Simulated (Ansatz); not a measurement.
This geometry of C2H2F2SSi (8 atoms, charge 0, multiplicity 1) is a first-order saddle point.

Method: Ansatz 0.2.0, RKS BLYP-D4/6-31G*.

```xyz
8
Properties=species:S:1:pos:R:3
F 0.376 -1.807 1.437
Si 0.786 -0.316 0.932
F 2.334 -0.391 0.468
C -0.823 -0.109 -0.692
C -0.320 0.994 0.004
S 0.034 2.574 -0.273
H -1.222 -0.988 -0.176
H -1.073 -0.014 -1.756
```

Question: Which two structures does it join? (They come from a converged band through this point; their orientation in space is the band's.)

Answer: Bonds formed: Si2–C4, Si2–C5. C2H2S + F2Si becomes C2H2F2SSi.

Image 0:

```xyz
8
Properties=species:S:1:pos:R:3
F 0.433 -1.672 1.710
Si 1.396 -0.440 1.191
F 2.145 -1.167 -0.084
C -0.646 0.039 -0.635
C -0.890 1.335 -0.471
S -1.111 2.868 -0.213
H -1.250 -0.712 -0.117
H 0.014 -0.308 -1.436
```

Image 6:

```xyz
8
Properties=species:S:1:pos:R:3
F 0.393 -1.495 1.820
Si 0.731 -0.530 0.570
F 2.280 -0.740 0.169
C -0.617 -0.211 -0.674
C -0.175 1.031 0.169
S -0.323 2.637 -0.036
H -1.568 -0.641 -0.306
H -0.628 -0.108 -1.768
```

Question: How far does it lie above each of them?

Answer: 10.1 kcal/mol above the first and 8.9 kcal/mol above the second. This is the barrier of this one path; another mechanism may lie lower.

Time of the run: 5.2 min on 2 threads of Arm Neoverse V1, on a shared host, peak memory 0.14 GiB.
